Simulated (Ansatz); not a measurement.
One change: `[NH2][AlH][Br]` becomes `[Br][AlH][Br]`.

Ansatz, PBE0-D4/def2-TZVP geometries, multiplicity 1. Each molecule was computed in one conformer, which needn't be the lowest.

Scalar relativity is left out up to krypton.

```json
{"property": "HOMO–LUMO gap (ωB97M-V/def2-TZVPP) / eV", "`[NH2][AlH][Br]`": "11.19"}
{"property": "HOMO energy (PBE0/def2-TZVPP) / eV", "`[NH2][AlH][Br]`": "-7.80"}
{"property": "LUMO energy (PBE/def2-TZVPP) / eV", "`[NH2][AlH][Br]`": "-1.35"}
{"property": "HOMO energy (ωB97M-V/def2-TZVPP) / eV", "`[NH2][AlH][Br]`": "-10.16"}
{"property": "LUMO energy (PBE0/def2-TZVPP) / eV", "`[NH2][AlH][Br]`": "-0.60"}
{"property": "HOMO–LUMO gap (PBE/def2-TZVPP) / eV", "`[NH2][AlH][Br]`": "5.08"}
```

Task: What does the change do to each property? (An estimate is asked.)

Result: Ansatz gave: 
```csv
property,`[Br][AlH][Br]`,shift
HOMO–LUMO gap (ωB97M-V/def2-TZVPP) / eV,10.87,-0.32
HOMO energy (PBE0/def2-TZVPP) / eV,-8.66,-0.86
LUMO energy (PBE/def2-TZVPP) / eV,-2.39,-1.04
HOMO energy (ωB97M-V/def2-TZVPP) / eV,-10.85,-0.69
LUMO energy (PBE0/def2-TZVPP) / eV,-1.65,-1.05
HOMO–LUMO gap (PBE/def2-TZVPP) / eV,4.99,-0.09
```

With PBE0 the HOMO falls by 0.86 eV and the LUMO falls by 1.05 eV, so the gap narrows by about 0.19 eV. PBE moves the HOMO by -0.95 eV and ωB97M-V by -0.69 eV. The zero-point energy changes by -64.7 kJ/mol with -6 modes.

Spin–orbit coupling is left out; it splits and shifts lone-pair levels of the heavy atoms by tenths of an eV.
